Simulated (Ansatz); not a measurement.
`CO/C=C/[SiH3]` → `O[SiH]1CCC1`  (isomerisation)

Isolated molecules relaxed with PBE0-D4/def2-TZVP in Ansatz; ΔE leaves out vibrations. CCSD(T)/CBS adds triple-zeta CCSD(T) − MP2 to the extrapolated MP2 energy (def2 sets, frozen cores). Functionals use def2-TZVPP. Each species was taken in one conformer, which may not be the lowest.

`CO/C=C/[SiH3]`:

Cartesian coordinates in Å:
```
C 0.787 2.186 -0.077
O -0.073 1.626 0.890
C -0.400 0.336 0.738
C -0.016 -0.511 -0.224
Si -0.599 -2.260 -0.229
H 0.936 3.225 0.210
H 1.750 1.667 -0.093
H 0.338 2.141 -1.074
H -1.062 0.029 1.543
H 0.647 -0.163 -1.011
H -1.360 -2.584 -1.467
H -1.485 -2.473 0.948
H 0.537 -3.220 -0.155
```

`O[SiH]1CCC1`:

Z-matrix (Å, degrees):
```
Si
C 1 1.871
C 1 2.337 2 41.6
O 1 1.647 2 120.0 3 -138.9
C 1 1.871 2 79.5 3 -20.2
H 1 1.494 2 113.1 3 90.6
H 2 1.089 1 122.7 3 -119.0
H 2 1.094 1 110.8 3 110.2
H 3 1.093 1 103.1 2 105.4
H 3 1.092 1 149.6 2 -74.6
H 4 0.957 1 117.6 2 -132.8
H 5 1.089 1 122.6 2 139.2
H 5 1.094 1 110.8 2 -90.0
```

| level | ΔE (kcal/mol) |
| --- | --- |
| PBE0-D4 | -51.3 |
| ωB97X-V | -50.5 |
| ωB97M-V | -51.3 |
| HF/CBS(def2) | -44.2 |

(1) What does CCSD(T)/CBS give? (An estimate is asked.)

Largest T1 diagnostic among the species: 0.013.

## Answers

(1) Ansatz gave: -51.5 kcal/mol. The listed levels differ from it by 0.2, 1.0, 0.2, 7.3 kcal/mol.

From PBE to PBE0 (25 % exact exchange), in def2-TZVPP and without D4, ΔE moves by −3.8 kcal/mol. The D4 term adds −0.8 kcal/mol with B3LYP and −0.4 kcal/mol with PBE0; it sums over pairs of atoms, weighted by their polarisabilities, and B3LYP, whose exchange is more repulsive, gets the larger term. In def2-TZVPP, CCSD(T) changes the Hartree–Fock value by −5.7 kcal/mol (the triples alone add +0.6 kcal/mol) and MP2 by −10.3 kcal/mol.

CCSD(T)/CBS has its own doubt, a few kJ/mol and more with outer-core shells, so smaller differences from it don't rank the levels.

B3LYP here is the variant with VWN-RPA as its local correlation; programs differ in this.
